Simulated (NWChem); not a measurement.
System meant: C4H8O; SMILES CC(OC)=C

NWChem input:

```
start job
memory heap 200 mb stack 900 mb global 1100 mb
geometry units angstroms noautoz
  C      1.441599    -0.454632     0.000000
  C      0.098964    -0.475529     0.000000
  C     -0.726973    -1.720290     0.000000
  O     -0.698516     0.615089     0.000000
  C     -0.095767     1.877512     0.000000
  H      1.990410    -1.396287     0.000000
  H      2.024470     0.466539     0.000000
  H     -1.381824    -1.740731     0.885381
  H     -1.381824    -1.740731    -0.885381
  H     -0.097035    -2.618099     0.000000
  H     -0.905133     2.619110     0.000000
  H      0.532431     2.028397    -0.896208
  H      0.532431     2.028397     0.896208
end
basis spherical
  * library def2-svp
end
dft
  odft
  mult 2
  xc xpbe96 cpbe96
  iterations 150
  mulliken
end
task dft energy
```

End of the output:

```
 Summary of "ao basis" -> "" (spherical)
 ------------------------------------------------------------------------------
       Tag                 Description            Shells   Functions and Types
 ---------------- ------------------------------  ------  ---------------------
 *                          def2-svp                  on all atoms

  pbe96 is a nonlocal functional; adding pw91lda local functional.

                                 NWChem DFT Module
                                 -----------------

 Summary of "ao basis" -> "ao basis" (spherical)
 ------------------------------------------------------------------------------
       Tag                 Description            Shells   Functions and Types
 ---------------- ------------------------------  ------  ---------------------
 C                          def2-svp                 6       14   3s2p1d
 O                          def2-svp                 6       14   3s2p1d
 H                          def2-svp                 3        5   2s1p

 Summary of "ao basis" -> "ao basis" (spherical)
 ------------------------------------------------------------------------------
       Tag                 Description            Shells   Functions and Types
 ---------------- ------------------------------  ------  ---------------------
 C                          def2-svp                 6       14   3s2p1d
 O                          def2-svp                 6       14   3s2p1d
 H                          def2-svp                 3        5   2s1p

      Symmetry analysis of basis
      --------------------------

        a'         76
        a"         34

  number of electrons :                   40
  multiplicity        :                    2
 ------------------------------------------------------------------------
  no. of electrons and multiplicity not compatible                  40
 ------------------------------------------------------------------------
 ------------------------------------------------------------------------
  current input line :
    28: task dft energy
 ------------------------------------------------------------------------
 ------------------------------------------------------------------------
 There is an error in the input file
 ------------------------------------------------------------------------
 For more information see the NWChem manual at https://nwchemgit.github.io

0: no. of electrons and multiplicity not compatible:Received an Error in Communication
```

Q: Find the fault in this run and fix the input.

A: The program refused the input. Cause: the multiplicity doesn't fit the number of electrons (an even count wants an odd multiplicity, and the reverse). This input runs:
```
start job
memory heap 200 mb stack 900 mb global 1100 mb
geometry units angstroms noautoz
  C      1.441599    -0.454632     0.000000
  C      0.098964    -0.475529     0.000000
  C     -0.726973    -1.720290     0.000000
  O     -0.698516     0.615089     0.000000
  C     -0.095767     1.877512     0.000000
  H      1.990410    -1.396287     0.000000
  H      2.024470     0.466539     0.000000
  H     -1.381824    -1.740731     0.885381
  H     -1.381824    -1.740731    -0.885381
  H     -0.097035    -2.618099     0.000000
  H     -0.905133     2.619110     0.000000
  H      0.532431     2.028397    -0.896208
  H      0.532431     2.028397     0.896208
end
basis spherical
  * library def2-svp
end
dft
  xc xpbe96 cpbe96
  iterations 150
  mulliken
end
task dft energy
```
It converges to -231.96289 Ha (PBE/def2-SVP).
